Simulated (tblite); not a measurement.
Compound: C4H6F3Si (doublet state).
Numbering: `[CH3:1][Si:2]([CH3:3])[C:4]([F:5])=[C:6]([F:7])[F:8]` (hydrogens: H9, H10, H11 on C1; H12, H13, H14 on C3)

Structure optimised with GFN2-xTB, isolated species. This method treats the open shell by occupation alone, without spin polarisation.

List the bond lengths, angles and torsions at this level.

```json
{"bond": "C1–Si2, Si2–C3", "length (Å)": "1.897"}
{"bond": "Si2–C4", "length (Å)": "1.877"}
{"bond": "C4–F5", "length (Å)": "1.357"}
{"bond": "C4=C6", "length (Å)": "1.336"}
{"bond": "C6–F7", "length (Å)": "1.331"}
{"bond": "C6–F8", "length (Å)": "1.336"}
{"bond": "C1–H9 and 5 like bonds", "length (Å)": "1.087"}
```

Bonds in one row agree within 0.01 Å and their mean is given. A selection of angles:
```json
{"angle": "Si2–C1–H9", "degrees": "111.9"}
{"angle": "H9–C1–H10", "degrees": "107.7"}
{"angle": "C1–Si2–C3", "degrees": "116.0"}
{"angle": "C1–Si2–C4", "degrees": "113.5"}
{"angle": "C3–Si2–C4", "degrees": "109.2"}
{"angle": "Si2–C4–F5", "degrees": "115.5"}
{"angle": "Si2–C4–C6", "degrees": "127.2"}
{"angle": "F5–C4–C6", "degrees": "116.6"}
{"angle": "C4–C6–F7", "degrees": "127.5"}
{"angle": "C4–C6–F8", "degrees": "122.2"}
{"angle": "F7–C6–F8", "degrees": "110.3"}
```

Dihedral angles: C1–Si2–C4–F5 161° (antiperiplanar); Si2–C4–C6–F7 -172° (antiperiplanar). The mirror-image conformer, all signs reversed, is as good.

The C–F distances run from 1.331 Å (C6–F7, drawn single) to 1.357 Å (C4–F5, drawn single), a spread of 0.026 Å. C6 (carbon bonded to C and 2 F) is planar (angles 127.5°, 122.2° and 110.3°, sum 360.0°, 0.01 Å off the plane of its three neighbours). The C–Si distances run from 1.877 Å (Si2–C4, drawn single) to 1.899 Å (Si2–C3, drawn single), a spread of 0.022 Å. C4 (carbon bonded to C, F and Si) is almost planar (angles 127.2°, 116.6° and 115.5°, sum 359.3°, 0.07 Å off the plane of its three neighbours). Si2 (silicon bonded to 3 C) is pyramidal (angles 116.0°, 113.5° and 109.2°, sum 338.7°, 0.51 Å off the plane of its three neighbours). Of the pairs four or more bonds apart, F8···H9 is among the closest relative to their van der Waals radii: 2.63 Å, 99 % of the sum of Bondi's values.

Point group: C1 (no symmetry element, even within 0.4 Å). Its GFN2-xTB frequencies are all real (lowest 36 cm⁻¹). 3 starts were optimised and ended at 0.00, 0.00 and 3.34 kcal/mol (GFN2-xTB); the lowest of these is shown.

The numbers are calculated, not measured.
